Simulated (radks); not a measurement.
Question: The mean radii <r> (bohr) of the occupied orbitals of an atom or ion are listed with their occupations. Method: scalar-relativistic Kohn-Sham, PBE, spin-polarised, spherical densities, finite nucleus; Fermi nuclear charge, rms radius of each element as measured or else 0.836 A^(1/3) + 0.57 fm; computed with a radial shooting solver on a logarithmic mesh with Libxc functionals.

| orbital | occ. | <r> |
|---|---|---|
| 1s down | 1 | 0.02457 |
| 1s up | 1 | 0.02457 |
| 2s up | 1 | 0.1052 |
| 2s down | 1 | 0.1052 |
| 2p up | 3 | 0.09237 |
| 2p down | 3 | 0.09236 |
| 3s up | 1 | 0.2787 |
| 3s down | 1 | 0.2786 |
| 3p up | 3 | 0.2767 |
| 3p down | 3 | 0.2767 |
| 3d up | 5 | 0.2536 |
| 3d down | 5 | 0.2536 |
| 4s up | 1 | 0.6373 |
| 4s down | 1 | 0.6373 |
| 4p up | 3 | 0.6747 |
| 4p down | 3 | 0.6747 |
| 4d up | 5 | 0.7442 |
| 4d down | 5 | 0.7440 |
| 5s up | 1 | 1.526 |
| 5s down | 1 | 1.520 |
| 5p up | 3 | 1.774 |
| 5p down | 3 | 1.766 |
| 4f up | 1 | 1.119 |
| 5d up | 2 | 2.809 |

Name the element and its charge. Open shells, if any, are filled with parallel spins first.

Answer: Z = 58, cerium, charge +1: Ce+ in [Xe] 4f1 5d2. The 1s radius gives Z: for a bare nucleus <r> = (2 gamma + 1)/(2Z) with gamma = sqrt(1 - (Z/c)^2), 0.02424 bohr for Z = 58, and screening makes it slightly larger (0.02457 here). The occupations add up to 57, and the charge is Z minus that.
